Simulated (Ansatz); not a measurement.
Task: Name a neutral molecule of Cl, N, Si and H with size of the dipole moment (ωB97M-V/def2-TZVPP) between 0.85 and 1.15 D and LUMO energy (ωB97M-V/def2-TZVPP) between 1.30 and 1.60 eV (Ansatz, PBE0-D4/def2-TZVP geometry).

Result: `[SiH3]N([SiH2]Cl)[SiH2]Cl` (1.07 D, 1.41 eV). Other molecules can fit too; these were computed, each in one conformer that needn't be the lowest.
